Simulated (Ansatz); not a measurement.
Molecule: aminomethylgermylmethanamine, C2H10GeN2, charge 0, multiplicity 1. 
Geometry from a B3LYP-D3(BJ)/def2-TZVP (Ansatz, a quantum-chemistry and plane-wave program) optimisation:
SMILES: N[CH2][GeH2][CH2]N
```xyz
15

N      1.8127     1.3874     0.2156
C      1.5113     0.2044    -0.5961
Ge     0.0101    -0.8074     0.2080
C     -1.5192     0.4315     0.4323
N     -1.8433     1.0677    -0.8481
H      2.5949     1.9076    -0.1649
H      1.0248     2.0220     0.2567
H      1.2741     0.4150    -1.6479
H      2.3830    -0.4521    -0.5946
H      0.4300    -1.3632     1.5838
H     -0.3884    -1.9684    -0.7254
H     -2.3753    -0.1642     0.7534
H     -1.2934     1.1296     1.2500
H     -1.0703     1.6217    -1.1955
H     -2.6397     1.6885    -0.7616
```

Computed values are from Ansatz. Cores are frozen in the correlated levels unless marked. Open shells are spin-unrestricted. No spin-orbit coupling. Frozen are the shells of the preceding noble gas and the d and f shells that filled before the atom's block. No relativistic terms. CBS(X,Y): correlation extrapolated as X^-3; Hartree-Fock from the larger set. The bracket is a focal-point correction in the basis named.

Problem. What is the total energy at CCSD(T)/CBS(cc-pVTZ,cc-pVQZ)?

Solution. -2267.0135 Eh.

Problem. What is the T1 diagnostic at CCSD/cc-pVQZ?

Solution. 0.010.

Problem. What is the vertical ionisation energy (to the doublet) at RI-MP2/CBS(aug-cc-pVTZ,aug-cc-pVQZ)+[CCSD(T)-MP2]/aug-cc-pVTZ?

Solution. 9.43 eV.

Problem. What is the vertical triplet-singlet gap at RI-MP2/CBS(aug-cc-pVTZ,aug-cc-pVQZ)+[CCSD(T)-MP2]/aug-cc-pVTZ?

Solution. 5.64 eV.

Problem. What is the dipole moment at CCSD(T)/aug-cc-pVDZ?

Solution. 1.83 D.
